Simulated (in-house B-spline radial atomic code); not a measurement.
A fraction x of an electron is removed from 5p in I+, starting from [Kr] 4d10 5s2 5p4 and keeping the highest spin. Method: scalar-relativistic (X2C) OLYP, spin-polarised, spherical fractional occupations, Fermi nucleus of rms radius 4.75 fm. Calculated with a B-spline radial code for spherical atoms.

| x | E(x) - E(0) (eV) | 5p down level (eV) |
| --- | --- | --- |
| 0 | 0.0000 | -14.211 |
| 0.08 | 1.1624 | -14.849 |
| 0.24 | 3.6409 | -16.134 |
| 0.32 | 4.9576 | -16.782 |
| 0.4 | 6.3261 | -17.433 |
| 0.5 | 8.1103 | -18.252 |
| 0.52 | 8.4770 | -18.417 |
| 0.69 | 11.7275 | -19.829 |
| 0.83 | 14.5865 | -21.017 |
| 0.88 | 15.6481 | -21.448 |
| 1 | 18.2849 | - |

The exact functional would give a straight line between the two integer points. Deviations E(x) - E(0) - x[E(1) - E(0)], in eV: -0.3 at x = 0.08, -0.747 at x = 0.24, -0.894 at x = 0.32, -0.988 at x = 0.4, -1.032 at x = 0.5, -1.031 at x = 0.52, -0.889 at x = 0.69, -0.59 at x = 0.83, -0.443 at x = 0.88.

The curve lies below the straight line by up to 1.032 eV (at x = 0.5): convex, the delocalisation error that favours fractional charges.

**Question.** How well does Slater's transition state (minus the level at half occupation) give the ionisation energy?

**Answer.** It gives 18.252 eV against 18.285 eV from the two total energies; NIST lists 19.13 eV, ground level to ground level.
